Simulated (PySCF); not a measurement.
Isomers of C5H6Cl2O, one GFN2-xTB conformer each. Single-point energies are computed at PBE0/pcSseg-1 (PySCF, gas phase, no added dispersion term), electronic only.

Question: Rank them by PBE0/pcSseg-1 energy, lowest first (kcal/mol).
A. `[CH3:1][CH2:2]/[CH:3]=[C:4](/[Cl:5])[C:6](=[O:7])[Cl:8]` with C1–C2–C3–C4 -100°, C3–C4–C6–O7 13°
B. `[CH3:1][C:2](=[O:3])/[CH:4]=[C:5](/[Cl:6])[CH2:7][Cl:8]` with C1–C2–C4–C5 172°, C4–C5–C7–Cl8 -115°
C. `[CH2:1]=[CH:2][O:3]/[CH:4]=[CH:5]/[CH:6]([Cl:7])[Cl:8]` with C1–C2–O3–C4 180°, C2–O3–C4–C5 180°, C4–C5–C6–Cl7 120°

Answer: A (0.0), B (0.8), C (28.3).

As drawn, the lowest has a C=O bond, which the highest lacks. Neighbours under 2.5 kcal/mol apart (CC/C=C(/Cl)C(=O)Cl and CC(=O)/C=C(/Cl)CCl) can change places with a better method, another conformer or zero-point energy. GFN2-xTB itself gives, in the same order: 0.0, 4.8, 22.8. Both levels put the same isomer lowest; measured from each level's own lowest isomer, the values differ by up to 5.5 kcal/mol (C=CO/C=C/C(Cl)Cl: 22.8 against 28.3).

Which frontier levels, dipoles and rotational constants go with these structures?

| SMILES | HOMO (eV, PBE0/pcSseg-1) | LUMO (eV) | dipole (D) | A, B, C (MHz) |
| --- | --- | --- | --- | --- |
| CC/C=C(/Cl)C(=O)Cl | -7.89 | -2.42 | 3.24 | 2049, 987.2, 701.1 |
| CC(=O)/C=C(/Cl)CCl | -7.72 | -2.32 | 2.94 | 1920, 893.4, 659.2 |
| C=CO/C=C/C(Cl)Cl | -6.87 | -0.59 | 3.56 | 3045, 519.7, 459.0 |

As an exercise, what shares would exp(−E/RT) give at 500 K from these electronic energies alone (no entropy, no degeneracies)?

RT = 0.994 kcal/mol: CC/C=C(/Cl)C(=O)Cl 68.1 %, CC(=O)/C=C(/Cl)CCl 31.9 %, C=CO/C=C/C(Cl)Cl under 0.1 %.
